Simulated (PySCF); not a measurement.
Two species compared at the same levels of theory.

First species: C5H6F2.
SMILES: `[C@@H]1(F)C(F)=CCC1`

Second species: C₅H₈O₂S.
SMILES: `C=CSCOC(C)=O`

Levels: PBE0/def2-SVPD for HOMO energy, LUMO energy, HOMO–LUMO gap and static isotropic polarisability; TDDFT PBE0/def2-SVPD for lowest singlet excitation; TDA PBE0/def2-SVPD for lowest triplet excitation (Tamm–Dancoff). Geometries: GFN2-xTB. Each structure is a single optimised conformer of the isolated species, non-relativistic unless stated; the electronic structure was computed with PySCF and density fitting.

The conformers computed, where there is a choice (atom-mapped SMILES and torsion angles):
- `[CH2:1]=[CH:2][S:3][CH2:4][O:5][C:6]([CH3:7])=[O:8]`: C1–C2–S3–C4 -10°, C2–S3–C4–O5 71°, S3–C4–O5–C6 96°, C4–O5–C6–C7 -179°

The conformers of `FC1=CCC[C@@H]1F` aren't listed.

Question: Which has the higher LUMO energy?

Answer: The first: -0.11 eV against -0.20 eV, a difference of 0.09 eV.

Question: Which has the higher HOMO energy?

Answer: The second: -6.59 eV against -7.57 eV, a difference of 0.98 eV.

Question: Which of the two has the higher S1 energy, and by how much?

Answer: The first: 6.87 eV against 5.30 eV, a difference of 1.57 eV.

Question: Which of the two has the higher HOMO–LUMO gap, and by how much?

Answer: The first: 7.46 eV against 6.39 eV, a difference of 1.07 eV.

Question: Which of the two has the higher static isotropic polarisability, and by how much?

Answer: The second: 88.9 au against 57.0 au, a difference of 31.9 au.

Question: Which of the two has the higher T1 energy, and by how much?

Answer: The first: 4.32 eV against 3.91 eV, a difference of 0.41 eV.

On the first: The polarisability is 8.45 Å³ as a volume (1 au = 0.148185 Å³), or 1.06 au for each of the 54 electrons. The vertical singlet–triplet gap S1 − T1 is 2.55 eV (TDDFT singlet less Tamm–Dancoff triplet; S1: HOMO→LUMO, weight 0.83; T1: HOMO→LUMO, weight 0.93).

On the second: The vertical singlet–triplet gap S1 − T1 is 1.39 eV (TDDFT singlet less Tamm–Dancoff triplet; S1: HOMO→LUMO, weight 0.86; T1: HOMO→LUMO+1, weight 0.69). The polarisability is 13.18 Å³ as a volume (1 au = 0.148185 Å³), or 1.27 au for each of the 70 electrons.
